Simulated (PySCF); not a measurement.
## Correlation energy of Te³⁸⁺ (tellurium, charge +38)

[Ne] 3s2 3p2, high-spin 3P determinant. Computed with PySCF 2.14 in an uncontracted even-tempered set (16 s from 6.6 bohr⁻², ratio 2.5; 10 p from 8.6 bohr⁻², ratio 2.5; 4 d from 35 bohr⁻², ratio 2.7; 4 f from 52 bohr⁻², ratio 2.7), with no relativity, point nucleus. Frozen: 1s2; 12 electrons correlated; the 17 highest virtual orbitals of each spin left out.

```tsv
level	correlation energy (mhartree)
CCSD	-519.26
(T)	-1.56
CCSD(T)	-520.82
```

Diagnostics: T1 = 0.0010, D1 = 0.0044, largest double amplitude 0.083.

Task: Is a single reference adequate?

Result: Mostly. T1 lies below 0.03, but a double amplitude of this size points to a near-degeneracy that CCSD handles and MP2 describes poorly.

At this charge a non-relativistic calculation is a model, useful for the Z dependence of the correlation energy.

Spin-orbit coupling is strong in this species, so the high-spin LS determinant is a model state.
